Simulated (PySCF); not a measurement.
Ionisation energy along the 16-electron series

Calculated with PySCF 2.14 and a two-component X2C-1e Hamiltonian (Gaussian nucleus, no Breit or QED terms), each ion in its own even-tempered basis scaled to its charge; GMP2 freezes 1s2 and drops the highest virtual spinors. Values in eV. NIST values: (m) measured, (s) semi-empirical, (t) theoretical.

```json
{"ion": "Cu¹³⁺", "configuration": "[Ne] 3s2 3p4", "GHF (spin-free)": "433.54", "GMP2 (spin-free)": "434.58", "NIST": "436 ± 0.6 (s)"}
{"ion": "Zn¹⁴⁺", "configuration": "[Ne] 3s2 3p4", "GHF (spin-free)": "488.02", "GMP2 (spin-free)": "489.07", "NIST": "490.6 ± 0.6 (s)"}
{"ion": "Ga¹⁵⁺", "configuration": "[Ne] 3s2 3p4", "GHF (spin-free)": "545.62", "GMP2 (spin-free)": "546.65", "NIST": "548.3 ± 0.7 (s)"}
```

Between Z = 29 and Z = 31 the GMP2 (spin-free) value grows as Z to the power 3.44.
